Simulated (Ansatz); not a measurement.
Consider the ligand exchange at the Si–S bond: `S[SiH2]CCl` + H₂Se → `ClC[SiH2][SeH]` + H₂S.

Calculated with Ansatz (gas phase, PBE0-D4/def2-TZVP geometries, no zero-point term in ΔE). CCSD(T)/CBS is the MP2 limit (def2-TZVPP, def2-QZVPP) plus CCSD(T) − MP2 in def2-TZVPP, frozen cores. This one scheme is used for every species. DFT in def2-TZVPP. B3LYP here is the variant with VWN-RPA as its local correlation; programs differ in this. For Se outer-core shells are correlated without core-valence functions, which leaves a few kJ/mol of doubt a bond. Scalar relativity is left out up to krypton. One conformer a species, not always the lowest.

`S[SiH2]CCl`:

```xyz
9

S     1.130   -0.405   -1.994
Si   -0.479   -0.029   -0.635
C     0.097   -0.151    1.151
Cl   -1.311    0.155    2.208
H     1.751    0.762   -1.751
H    -1.474   -1.093   -0.903
H    -1.061    1.316   -0.854
H     0.862    0.588    1.393
H     0.486   -1.142    1.385
```

H₂Se:

Z-matrix (Å, degrees):
```
Se
H 1 1.467
H 1 1.467 2 91.2
```

`ClC[SiH2][SeH]`:

Z-matrix (Å, degrees):
```
C
Si 1 1.880
Cl 1 1.787 2 108.2
H 1 1.090 2 111.7 3 118.9
H 1 1.090 2 112.2 3 -118.9
Se 2 2.281 1 110.9 3 -179.1
H 2 1.481 1 109.5 3 -63.4
H 2 1.482 1 109.0 3 58.4
H 6 1.469 2 93.0 1 -71.9
```

H₂S:

```xyz
3

S     0.256    0.455   -0.333
H    -0.877   -0.254   -0.445
H     0.621   -0.202    0.778
```

| level | ΔE (kcal/mol) | difference from CCSD(T)/CBS |
| --- | --- | --- |
| PBE-D4 | -1.0 | 0.6 |
| r2SCAN-D4 | -0.9 | 0.7 |
| PBE0-D4 | -1.2 | 0.4 |
| B3LYP-D4 | -1.0 | 0.6 |
| ωB97X-V | -0.8 | 0.8 |
| ωB97M-V | -0.9 | 0.7 |
| B2PLYP | -1.0 | 0.6 |
| PBE | -0.9 | 0.7 |
| r2SCAN | -0.8 | 0.8 |
| PBE0 | -1.0 | 0.6 |
| B3LYP | -0.8 | 0.8 |
| HF/def2-TZVPP | -1.0 | 0.6 |
| MP2/def2-TZVPP | -1.5 | 0.1 |
| SCS-MP2/def2-TZVPP | -1.3 | 0.3 |
| CCSD/def2-TZVPP | -1.2 | 0.4 |
| CCSD(T)/def2-TZVPP | -1.2 | 0.4 |
| HF/def2-QZVPP | -1.0 | 0.6 |
| MP2/def2-QZVPP | -1.7 | -0.1 |
| SCS-MP2/def2-QZVPP | -1.4 | 0.2 |
| HF/CBS(def2) | -1.0 | 0.6 |
| MP2/CBS(def2) | -1.9 | -0.3 |
| CCSD/CBS(def2) | -1.6 | 0.0 |
| CCSD(T)/CBS | -1.6 | 0 |

Largest T1 diagnostic among the species: 0.010.
